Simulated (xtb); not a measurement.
C4H5Si (SMILES C1=C[SiH]C=C1), doublet, at a GFN2-xTB geometry. Base run: GFN2-xTB (xtb).

xtb was given this input:
```
$ xtb mol.xyz --gfn 2 --uhf 1 --json

# file mol.xyz
10

C     -0.60019287    -1.32209793    -0.01120819
C      0.73500498    -1.08278056    -0.21295673
Si     0.98219806     0.72984330    -0.10194711
C     -0.79575565     1.03763847     0.21926233
C     -1.42349881    -0.18164949     0.22125698
H     -1.02610053    -2.31399529    -0.02366819
H      1.44596093    -1.86909775    -0.39704494
H      2.14030808     1.59040173    -0.22215297
H     -1.32017263     1.96256745     0.38398876
H     -2.48411462    -0.29434522     0.38801047
```

The base run was repeated with changes; each row names its change, and settings that it needs were set with it.

| change | ΔE vs base (mEh) | dipole (D) | G_solv (kcal/mol) | SCF cycles |
|---|---|---|---|---|
| base | 0.000 | 2.05 | - | 12 |
| alpb = dmso | -3.668 | 2.30 | -2.38 | 12 |
| etemp = 10000 | -49.643 | 1.20 | - | 11 |
| gbsa = chcl3 | -6.344 | 2.61 | -4.38 | 13 |
| alpb = acetonitrile | -3.189 | 2.36 | -2.12 | 12 |

ALPB and GBSA are two models with their own fitted parameters for each solvent, which aren't always the measured dielectric constant.
